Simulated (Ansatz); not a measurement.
All numbers were calculated with Ansatz.

C2H6BClSi, SMILES `B[C@H]1C[Si@H]1Cl`. Charge 0, multiplicity 1. The structure was optimised at the PBE0-D4/def2-TZVP level.

```xyz
11

B     1.350    0.034    0.892
C     0.395    0.697   -0.057
C    -0.205    0.024   -1.317
Si   -1.208   -0.288    0.166
Cl   -1.319   -2.132    1.016
H     1.688   -1.105    0.723
H     1.733    0.627    1.858
H     0.178    1.759    0.051
H     0.382   -0.800   -1.710
H    -0.571    0.696   -2.085
H    -2.423    0.487    0.463
```

**Question.** What is the dipole moment at PBE/def2-TZVPP? (An estimate is asked.)

**Answer.** The calculation gave: 2.19 D, with components (-1.47, 0.94, -1.32) D in this frame, pointing from negative to positive charge.

**Question.** And with r2SCAN, B3LYP, ωB97M-V? (An estimate is asked.)

**Answer.** The calculation gave: r2SCAN 2.16 D, B3LYP 2.15 D, ωB97M-V 2.14 D.

**Question.** Give the Mulliken charges with PBE, r2SCAN, ωB97M-V in def2-TZVPP. (An estimate is asked.)

**Answer.** The calculation gave: 
```json
{"atom": "B1", "PBE": "-0.16", "r2SCAN": "-0.10", "ωB97M-V": "-0.24"}
{"atom": "C2", "PBE": "-0.10", "r2SCAN": "-0.13", "ωB97M-V": "-0.19"}
{"atom": "C3", "PBE": "-0.18", "r2SCAN": "-0.20", "ωB97M-V": "-0.28"}
{"atom": "Si4", "PBE": "0.33", "r2SCAN": "0.45", "ωB97M-V": "0.38"}
{"atom": "Cl5", "PBE": "-0.17", "r2SCAN": "-0.21", "ωB97M-V": "-0.17"}
{"atom": "H6", "PBE": "0.02", "r2SCAN": "0.00", "ωB97M-V": "0.07"}
{"atom": "H7", "PBE": "0.00", "r2SCAN": "-0.01", "ωB97M-V": "0.06"}
{"atom": "H8", "PBE": "0.10", "r2SCAN": "0.08", "ωB97M-V": "0.12"}
{"atom": "H9", "PBE": "0.10", "r2SCAN": "0.09", "ωB97M-V": "0.12"}
{"atom": "H10", "PBE": "0.09", "r2SCAN": "0.08", "ωB97M-V": "0.12"}
{"atom": "H11", "PBE": "-0.04", "r2SCAN": "-0.05", "ωB97M-V": "0.00"}
```

B3LYP here is the variant with VWN-RPA as its local correlation; programs differ in this.
